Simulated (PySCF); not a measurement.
HOSn, neutral, multiplicity 2. Atoms are numbered in the order given.

```xyz
3

Sn    -0.0033    -0.3105     0.0000
O      0.1135     1.6756     0.0000
H     -0.7414     2.1217     0.0000
```
Charge 0, spin multiplicity 2.

Geometry: r2SCAN-D4/def2-TZVP. The def2 effective core potentials stand for the cores of Sn; spin–orbit coupling is left out.

Computed with PySCF with PBE0/def2-TZVPD.

Computed frontier levels, dipole moment and polarisability:
The α spin, highest occupied and lowest empty level is -4.67 and -2.59 eV, the β spin, highest occupied and lowest empty level comes out as -8.25 and -2.28 eV and the dipole moment comes out as 1.59 D. The quadrupole, principal values (traceless, Buckingham form, about the centre of nuclear charge) is -7.03, 2.95, 4.08 D·Å and the mean static polarisability comes out as 55.6 bohr³ (8.24 Å³). The polarisability, principal values comes out as 45.6, 56.8, 64.4 bohr³ and the ⟨S²⟩ comes out as 0.754 (pure state 0.75).
